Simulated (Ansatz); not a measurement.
C3H7NSi, SMILES C(=C)=CN[SiH3].

The structure is a stationary point at ωB97X-D3(BJ)/def2-SVP. This is a generated structure with no PubChem entry under its InChIKey; it may be hypothetical. The values are those of a single conformer.

Two levels are set side by side: PBE/def2-SVPD (Ansatz, a program for electronic structure) and CAM-B3LYP/def2-SVPD (Ansatz). Energy differences of separate SCF runs at the same geometry; the states with an electron removed or added have multiplicity 2 and 2. Differences are taken from unrounded values.

| quantity | CAM-B3LYP |
|---|---|
| vertical ionisation energy (eV) | 8.01 |
| vertical singlet–triplet gap (eV) | 3.93 |

Problem. What does PBE give, and how far is it from CAM-B3LYP? (Estimate from the structure and the level; the computed values follow.)

Solution. 
```json
[
 {"quantity": "vertical ionisation energy (eV)", "PBE": "7.83", "PBE minus CAM-B3LYP": "-0.17"},
 {"quantity": "vertical singlet–triplet gap (eV)", "PBE": "3.59", "PBE minus CAM-B3LYP": "-0.35"}
]
```
